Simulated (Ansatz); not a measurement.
`C[SiH](F)[GeH3]`. Charge 0, multiplicity 1. Correlated methods include outer-core shells of Ge, which these sets cover unevenly. Scalar relativity is left out up to krypton.

Cartesian coordinates in Å:
```
C 1.0924 1.0571 0.8657
Si -0.2628 0.7306 -0.3631
F -1.5876 1.5150 0.1060
Ge -0.7912 -1.5863 -0.5348
H 2.0151 0.5664 0.5434
H 1.2883 2.1290 0.9486
H 0.8317 0.6754 1.8551
H 0.1073 1.2726 -1.6990
H 0.4430 -2.3644 -1.0285
H -1.1968 -2.1625 0.8331
H -1.9394 -1.8330 -1.5264
```

Task: Give the diagnostics of a CCSD(T)/def2-TZVPP run (frozen core, Ansatz). (An estimate is asked.)

Result: Ansatz gave: T1 = 0.0116, largest single amplitude 0.017, largest double 0.023, (T) share of the correlation energy 3.2 %, 8 CCSD cycles. The RHF solution is stable towards an unrestricted one. T1 lies under the customary mark of 0.02 for closed shells.
